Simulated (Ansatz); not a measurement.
A structure relaxed at PBE0-D4/def2-TZVP, charge 0, multiplicity 1:

```xyz
11

C     1.3326    1.7932    0.4516
O     0.6146    0.5947    0.5974
Sb   -1.1901    0.5217   -0.2162
Si   -1.1770   -2.0545   -0.0819
H     1.6430    1.9642   -0.5887
H     0.7643    2.6729    0.7864
H     2.2341    1.7220    1.0667
H    -0.6425    0.4377   -1.8501
H     0.1120   -2.5995   -0.5766
H    -1.3946   -2.4779    1.3257
H    -2.2964   -2.5746   -0.9142
```

(1) Give its formula and SMILES.

(2) Summarise the bond lengths by kind.

## Answers

(1) CH7OSbSi, `C[O][SbH][SiH3]`.

(2) 1 × C–O 1.405 Å; 3 × C–H 1.094 to 1.100 Å; 1 × O–Sb 1.981 Å; 1 × Sb–Si 2.580 Å; 1 × H–Sb 1.725 Å; 3 × H–Si 1.484 to 1.489 Å.

Computed with Ansatz.
